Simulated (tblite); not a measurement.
Species: C₄H₉BN₂.
SMILES with atom numbers: `[CH2:1]=[CH:2][N:3]1[BH:4][NH:5][CH2:6][CH2:7]1` (hydrogens: H8, H9 on C1; H10 on C2; H11 on B4; H12 on N5; H13, H14 on C6; H15, H16 on C7)

Cartesian coordinates in Å at the GFN2-xTB level; atoms count from 1:
```
atom  x, y, z in Å
C1     2.5984    0.0248    0.2668
C2     1.5246   -0.6934    0.5875
N3     0.2213   -0.4075    0.2740
B4    -0.9558   -1.1348    0.5927
N5    -2.0351   -0.4361    0.0523
C6    -1.6293    0.7691   -0.6399
C7    -0.0972    0.7879   -0.4895
H8     2.5471    0.9393   -0.2960
H9     3.5779   -0.2962    0.5691
H10    1.6305   -1.6085    1.1549
H11   -1.0053   -2.1292    1.1947
H12   -3.0171   -0.6441    0.0767
H13   -2.0886    1.6572   -0.1871
H14   -1.9282    0.7376   -1.6955
H15    0.4045    0.7611   -1.4635
H16    0.2449    1.6816    0.0446
```

Method: GFN2-xTB as coded in tblite; computed harmonic values from a numerical Hessian at the method's own geometry, unscaled. The method is semi-empirical: single wavenumbers can be off by several per cent or more. Modes of hydrogen on boron can be 10 to 20 % off. One conformer, not necessarily the lowest.

Harmonic wavenumbers (cm⁻¹): 110.8, 122.2, 233.3, 244.1, 358.0, 474.6, 501.6, 599.4, 648.3, 693.1, 750.5, 800.7, 861.4, 868.6, 924.5, 989.0, 989.7, 1039.1, 1086.5, 1104.6, 1172.8, 1187.3, 1204.3, 1240.8, 1275.5, 1283.9, 1303.4, 1371.9, 1414.9, 1437.3, 1487.6, 1506.4, 1694.5, 2697.2, 2866.4, 2897.2, 2907.8, 2928.0, 3061.4, 3126.0, 3151.1, 3515.7.

A = 6835, B = 1961, C = 1553 MHz; mass 96.086 u (most abundant isotopes); point group Cs, symmetry number 1.

Task: Zero-point energy?

Result: ½Σν̃ = 29066 cm⁻¹ = 347.70 kJ/mol.

Task: Give the ideal-gas entropy at 350 K and 1 bar in the rigid-rotor, harmonic-oscillator model (classical rotation).

Result: Translation 169.12, rotation 115.54, vibration 79.21: S = 363.9 J/(mol K).

Task: And Cp and H(350 K) − H(0)?

Result: Cp = 139.65 J/(mol K), of which vibrations give 106.39 (their classical limit is 42 R = 349.2); H(350 K) − H(0) = 27.90 kJ/mol without the zero-point energy, 16.26 from vibrations.

Task: Blend soft modes into free rotors: weight 1/[1 + (100 cm⁻¹/ν̃)⁴] for the oscillator and the rest for a rotor with moment μB/(μ + B), μ = h/(8π²ν), B = 10⁻⁴⁴ kg m². What vibrational entropy results?

Result: 77.43 J/(mol K) in place of 79.21, which changes −T·S at 350 K by +0.62 kJ/mol.

Task: What must be added to the electronic energy to get the Gibbs energy at 350 K and 1 bar?

Result: ZPE + [H(350 K) − H(0)] − T·S = 347.70 + 27.90 − 127.36 = 248.24 kJ/mol.

Task: Which modes carry the vibrational entropy at 350 K?

Result: 110.8 cm⁻¹: 14.92; 122.2 cm⁻¹: 14.13; 233.3 cm⁻¹: 8.97; 244.1 cm⁻¹: 8.63; 358.0 cm⁻¹: 5.81; 474.6 cm⁻¹: 3.96 J/(mol K); the other 36 give 22.78 together.

Task: How do the functions run with temperature in this model?

Result: 
```csv
T (K),S (J/(mol K)),Cp (J/(mol K)),H − H(0) (kJ/mol),G − H(0) (kJ/mol),ln q(vib)
150,280.9,69.2,7.31,-34.82,1.07
250,323.6,102.1,15.81,-65.08,2.42
298.15,343.1,120.2,21.16,-81.13,3.13
400,383.7,157.6,35.33,-118.15,4.75
600,459.4,215.8,73.05,-202.57,8.21
900,558.2,270.7,146.74,-355.65,13.51
```

q(vib) and H(0) count from the zero-point level.

Hindered rotation and anharmonicity are outside this model. Other conformers, if any are populated, would add a mixing term that is left out.
